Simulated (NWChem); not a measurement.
# Basis-set convergence for H4BFO

SMILES: BF.O
```xyz
7

B     -0.2392    -0.7017     0.0000
H     -0.1063    -1.3049     1.0611
H     -0.1063    -1.3049    -1.0611
F     -1.2008     0.2935     0.0000
O      1.2338     0.2288     0.0000
H      1.1729     0.8234     0.7768
H      1.1729     0.8234    -0.7768
```
Charge 0, spin multiplicity 1.

All runs are NWChem calculations. Structure: optimised with PBE/def2-SVP, a minimum by its harmonic frequencies.

Quantity: vertical ionisation energy at the level ΔHF (Δ: difference of total energies, the cation a doublet at the parent's geometry with its hole in an orbital of symmetry a" (Cs labels); it is the state that the SCF runs reached, from PBE0 orbitals for Hartree-Fock references, and need not be the lowest).

The Pople sets run with spherical d functions. The structure started from a generated list of species. No SCF solution was tested for a lower state. Open-shell Hartree-Fock references start from PBE0 orbitals; any time given for them includes that run.

Costs are rough ratios of processor time within this set of runs, SCF included, with 3-21G as 1.

```
basis       functions  vertical ionisation energy (eV)  relative cost
----------  ---------  -------------------------------  -------------
3-21G              35                                ?              1
6-31G*             50                                ?        under 3
def2-SVP           62                            10.77        under 3
pcseg-1            62                                ?        under 3
def2-TZVP         117                            10.76              6
cc-pVTZ           146                            10.74             10
def2-TZVPP        149                            10.75             20
```

Fill in the missing entries.


- 3-21G, vertical ionisation energy (eV): 10.72
- 6-31G*, vertical ionisation energy (eV): 10.70
- pcseg-1, vertical ionisation energy (eV): 10.86
